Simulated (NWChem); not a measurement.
System: NaF; SMILES [F][Na]

Here is an NWChem input.

```
start job
memory heap 200 mb stack 900 mb global 1100 mb
geometry units angstroms noautosym nocenter noautoz
  Na     0.000000     0.000000    -0.856691
  F      0.000000     0.000000     1.031560
end
basis spherical
  Na library pcsseg-2
  F library pcsseg-2
end
dft
  xc pbe0
  iterations 150
end
property
  shielding
  efieldgrad
end
task dft property
```

Coordinates come from a PBE0/def2-SVP optimisation.

GIAO values for the isolated, static molecule; σ is the absolute isotropic shielding, δ = σ(reference) − σ with the isolated reference molecule computed at the same levels (19F: trichlorofluoromethane).

Atoms are numbered as in the input.

### Question
Predict the main results of this run. (PBE0/pcSseg-2, GIAO.) Quantities: σ Na1 (ppm); δ F2 (ppm).

### Answer
* **σ Na1 (ppm)**: 576.3
* **δ F2 (ppm)**: -265.8
